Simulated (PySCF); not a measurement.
## Radial density of W (tungsten, neutral)

TPSS, [Xe] 4f14 5d3 6s2 7s1, 7s spin antiparallel (an excited configuration). All numbers are calculated (PySCF 2.14, a scalar-relativistic core potential, in aug-cc-pVDZ-PP with ECP60MDF). This is the valence pseudo-density: the core potential removes the inner electrons and smooths the orbitals near the nucleus.

```
r (bohr)  4πr²ρ (e/bohr)  4πr²(ρα − ρβ)
   0.136       2.656e-05         0.0000
   0.229       0.0001568         0.0000
   0.386         0.03320         0.0015
   0.649           2.891         0.1150
    1.09           10.62         1.3906
    1.84           4.060         1.6369
    3.09           1.150         0.3494
    5.20          0.1552        -0.0531
    8.74          0.1662        -0.1659
    14.7        0.009228        -0.0092
```

Energies and moments cover only the electrons outside the core potential. Spin-orbit coupling, absent here, splits the open shell strongly. The outer electron is Rydberg-like, and this basis confines it to a smaller radius and binds it less than a complete one would. With the s spin flipped the determinant is a mixture of two multiplicities, not a spectroscopic state.
